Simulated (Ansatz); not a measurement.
`C=CN([SiH2]Cl)[SiH2]Cl`, 14 atoms. Charge 0, multiplicity 1. All runs use 3 threads of an AMD EPYC 7R13 on a shared host and a share of an NVIDIA H100 80 GB. Correlated methods freeze the cores. Open-shell runs search over several starts.

(1) How many basis functions does each run have, and how long does it take in Ansatz? RKS PBE0-D4/def2-SVP energy; RKS PBE0-D4/def2-TZVP relaxation (15 steps); RKS B2PLYP (frozen core)/def2-TZVPP energy; RHF-CCSD(T)/def2-SVP energy; RHF-CCSD(T)/def2-TZVPP energy; RKS ωB97M-V/def2-QZVPP energy; RKS CAM-B3LYP-D4/def2-TZVPP energy; UKS ωB97X-V/def2-TZVPP energy of the cation; UKS ωB97M-V/def2-TZVPP energy of the cation; UKS B2PLYP (frozen core)/def2-TZVPP energy of the cation; RKS PBE0-D4/def2-QZVPP energy; UHF-MP2/def2-QZVPP energy of the cation. (Best estimate.)

## Answers

(1) Computed: Other jobs shared the machine, so times are rough.

```
                              level                    job  functions  wall time  peak host memory (GiB)
               RKS PBE0-D4/def2-SVP                 energy        149      3.1 s                    0.79
        RKS CAM-B3LYP-D4/def2-TZVPP                 energy        359      4.4 s                    0.89
               RHF-CCSD(T)/def2-SVP                 energy        149      4.7 s                    0.79
             UKS ωB97M-V/def2-TZVPP   energy of the cation        359      6.5 s                     1.2
RKS B2PLYP (frozen core)/def2-TZVPP                 energy        359        7 s                     1.6
             UKS ωB97X-V/def2-TZVPP   energy of the cation        359      7.5 s                     1.1
UKS B2PLYP (frozen core)/def2-TZVPP   energy of the cation        359        8 s                     1.6
             RKS PBE0-D4/def2-QZVPP                 energy        661       10 s                     1.2
             RKS ωB97M-V/def2-QZVPP                 energy        661       11 s                     1.3
             RHF-CCSD(T)/def2-TZVPP                 energy        359       18 s                    0.86
              RKS PBE0-D4/def2-TZVP  relaxation (15 steps)        283       21 s                    0.97
                 UHF-MP2/def2-QZVPP   energy of the cation        661       25 s                     1.4
```
